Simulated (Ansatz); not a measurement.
`C[O][Sn][Cl]`, relaxed with RKS PBE-D4/def2-SVP in the Gaussian-basis code of Ansatz from a rough embedded geometry. The force threshold is 0.03 eV/Å; the program also tests the step.

The species carries charge 0 and has multiplicity 1. Sn: def2 effective core potential.

Start:

```xyz
7

C     0.005   -0.167   -0.856
O     0.412   -1.044    0.128
Sn    0.935    0.091    1.659
Cl   -0.870    1.080    2.625
H    -0.346   -0.831   -1.748
H    -0.929    0.378   -0.571
H     0.793    0.493   -1.237
```

| step | energy (eV) | largest force (eV/Å) | largest move (Å) |
| --- | --- | --- | --- |
| 1 | -21473.0219 | 3.144 | 0.000 |
| 2 | -21473.5507 | 0.792 | 0.195 |
| 3 | -21473.6489 | 0.516 | 0.137 |
| 4 | -21473.7475 | 0.826 | 0.195 |
| 5 | -21473.8973 | 0.342 | 0.200 |
| 6 | -21473.9344 | 0.499 | 0.194 |
| 7 | -21473.9472 | 0.144 | 0.046 |
| 8 | -21473.9513 | 0.046 | 0.029 |
| 9 | -21473.9515 | 0.062 | 0.016 |
| 10 | -21473.9517 | 0.004 | 0.014 |

End:

```xyz
7

C    -0.018   -0.120   -0.887
O     0.873   -0.654    0.067
Sn    0.920   -0.389    2.066
Cl   -0.995    1.097    2.269
H    -0.511   -0.946   -1.450
H    -0.812    0.517   -0.436
H     0.542    0.495   -1.629
```

It took 11 s on 4 threads of an Intel Xeon Platinum 8259CL on a shared host, with 0.17 GiB of host memory at the peak.
